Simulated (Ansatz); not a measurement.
Cost and result up the ladder for the cluster FeGe₁₀ (11 atoms). Total charge 0; singlet. Geometry: PBE-D4/def2-SVP.

```xyz
11

Fe   -0.440   -0.207   -0.013
Ge   -2.681    0.363    0.683
Ge    1.223   -2.141    1.292
Ge   -1.111   -1.350    1.953
Ge    0.318   -2.289   -1.054
Ge   -1.953   -0.217   -1.812
Ge    2.065    2.706    0.714
Ge    0.441   -0.448   -2.751
Ge    1.643    0.269    1.204
Ge   -0.574    2.014    0.933
Ge    1.069    1.301   -1.149
```

Ansatz on 2 threads of AMD EPYC 7R13 on a shared host and a share (18 GiB) of an NVIDIA H100 80GB HBM3. Times are rough, and most runs start from the orbitals of an earlier one. PBE0-D4/def2-TZVP serves as the yardstick here, not as an exact answer. Differences are given only for rows in sets of like size (and for xTB, whose basis is part of the method), since another set adds its own error. Binding counts from free atoms at the same level (Fe quintet, Ge triplet; other spins of the atoms weren't run), without zero-point energy or a counterpoise term.

Correlated methods freeze 95 core orbitals; core or outer-core shells of Fe, Ge are correlated, in sets that lack core-valence functions. Single mean-field runs in def2-TZVP are fitted with def2-universal-jkfit. No other spin state of charge 0 was run. Another isomer (singlet) lies 0.62 eV lower at PBE0-D4/def2-TZVP; other spin states weren't run for this one.

Correlated methods converge slowly with the basis.

```tsv
level	functions	wall time	binding energy per atom (eV)	difference from PBE0-D4/def2-TZVP (eV)	remarks
PBE0-D4/def2-TZVP	525	6.5 s	3.07	0.00	–
PBE0-D4/def2-SVP	351	7 s	3.06	–	–
PBE-D4/def2-SVP	351	7.5 s	3.48	–	restricted, untested
PBE-D4/def2-TZVP (with forces)	525	8 s	3.45	0.38	restricted, untested
r2SCAN-D4/def2-TZVP	525	8 s	3.26	0.19	–
BHLYP-D4/def2-TZVP	525	9.5 s	2.49	-0.59	–
RPA@PBE/def2-TZVP	525	17 s	2.84	-0.23	test for broken spin undecided
```
